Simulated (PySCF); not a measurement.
# In (indium, neutral): UHF calculation

Configuration: [Kr] 4d10 5s2 5p1, 2P determinant. Computed with PySCF 2.14 in aug-cc-pVQZ-DK3, with scalar relativity by spin-free X2C-1e.

* Total energy: -5878.032475 hartree
* One-electron energy: -8093.2349 hartree
* Hartree (Coulomb) energy: 2373.9433 hartree
* Exchange energy: -158.7409 hartree
* ⟨S²⟩: 0.7634
* ⟨L²⟩: 2.041
* Sum of ⟨r⟩: 35.12 bohr
* Sum of ⟨r²⟩: 59.67 bohr²
* Traceless quadrupole moment −½Σ⟨3z² − r²⟩ along its main axis: -6.80 e·bohr²
* Langevin diamagnetic susceptibility: -47.3 ×10⁻⁶ cm³/mol

| shell | electrons | mean orbital energy (hartree) | spread (hartree) | rms radius, mean of both spins (bohr) |
| --- | --- | --- | --- | --- |
| 1s α | 1 | -1031.79061 | 0 | 0.0340 |
| 1s β | 1 | -1031.79001 | 0 | 0.0340 |
| 2s β | 1 | -157.83144 | 0 | 0.139 |
| 2s α | 1 | -157.83118 | 0 | 0.139 |
| 2p α | 3 | -141.49105 | 0.00005 | 0.124 |
| 2p β | 3 | -141.49080 | 0.00126 | 0.124 |
| 3s α | 1 | -31.38768 | 0 | 0.371 |
| 3s β | 1 | -31.38724 | 0 | 0.371 |
| 3p α | 3 | -25.88813 | 0.00096 | 0.372 |
| 3p β | 3 | -25.88718 | 0.00451 | 0.372 |
| 3d β | 5 | -17.33638 | 0.00369 | 0.352 |
| 3d α | 5 | -17.33631 | 0.00290 | 0.352 |
| 4s α | 1 | -5.30563 | 0 | 0.907 |
| 4s β | 1 | -5.30491 | 0 | 0.907 |
| 4p α | 3 | -3.57834 | 0.00262 | 0.991 |
| 4p β | 3 | -3.57711 | 0.01103 | 0.991 |
| 4d α | 5 | -1.01124 | 0.00914 | 1.28 |
| 4d β | 5 | -1.00969 | 0.01355 | 1.28 |
| 5s α | 1 | -0.42461 | 0 | 2.93 |
| 5s β | 1 | -0.36923 | 0 | 2.93 |
| 5p α | 1 | -0.20160 | 0 | 4.03 |

Densities and radii are taken from the X2C orbitals without a picture-change correction, which distorts them close to the nucleus.

Spin-orbit constants ζ (cm⁻¹) from the X2C one-electron operator on these orbitals: bare nucleus, nucleus screened by l(l+1)(2l+1)/3 electrons, and screened by the Breit-Pauli mean field of the electrons.

```csv
shell,bare,screened nucleus,mean field
2p,1133000,1087000,n/a
3p,207200,198800,n/a
3d,30940,24620,n/a
4p,33850,32470,n/a
4d,3337,2656,n/a
5p,1360,1304,n/a
```

To first order the Landé constant is A = 1304 cm⁻¹, so the lowest level has J = 1/2 and lies 0.162 eV below the centre of the term.
